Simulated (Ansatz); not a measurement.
The same ligand exchange along the group O, S, Se.

Calculated with Ansatz (gas phase, PBE0-D4/def2-TZVP geometries, no zero-point term in ΔE). CCSD(T)/CBS adds triple-zeta CCSD(T) − MP2 to the extrapolated MP2 energy (def2 sets, frozen cores). This one scheme is used for every species. DFT in def2-TZVPP. B3LYP here is the variant with VWN-RPA as its local correlation; programs differ in this. Elements past krypton have def2 core potentials. For Hf, I, Se outer-core shells are correlated without core-valence functions, which leaves a few kJ/mol of doubt a bond. Scalar relativity is left out up to krypton. One conformer a species, not always the lowest.

| reaction | CCSD(T)/CBS(def2) (kcal/mol) |
| --- | --- |
| `[OH][Hf]([F])([F])[F]` + HI → `[F][Hf]([F])([F])[I]` + H₂O | ? |
| `[F][Hf]([F])([F])[SH]` + HI → `[F][Hf]([F])([F])[I]` + H₂S | -14.1 |
| `[F][Hf]([F])([F])[SeH]` + HI → `[F][Hf]([F])([F])[I]` + H₂Se | -12.0 |

**Question.** Fill in the missing values. (Estimate.)

**Answer.** The calculation gave: `[OH][Hf]([F])([F])[F]` + HI → `[F][Hf]([F])([F])[I]` + H₂O: -3.7 kcal/mol.

Largest T1 diagnostic: 0.016, for `[F][Hf]([F])([F])[SH]`.
